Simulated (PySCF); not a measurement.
SiHBr, SMILES [SiH]Br (connectivity only; charge and spin as stated), neutral, multiplicity 1.

Geometry optimised at B3LYP-D3(BJ)/def2-TZVP.

Computed with ωB97X/def2-TZVPD (PySCF).

* **total energy**: -2864.26297 hartree
* **point group**: Cs
* **highest occupied level**: -9.27 eV
* **lowest empty level**: -1.05 eV
* **orbital gap**: 8.22 eV
* **dipole moment**: 0.259 e·Å
* **quadrupole, principal values (traceless, Buckingham form, about the centre of nuclear charge)**: -4.33, 1.88, 2.45 D·Å
* **mean static polarisability**: 55.3 bohr³ (8.19 Å³)
* **polarisability, principal values**: 44.8, 49.4, 71.6 bohr³
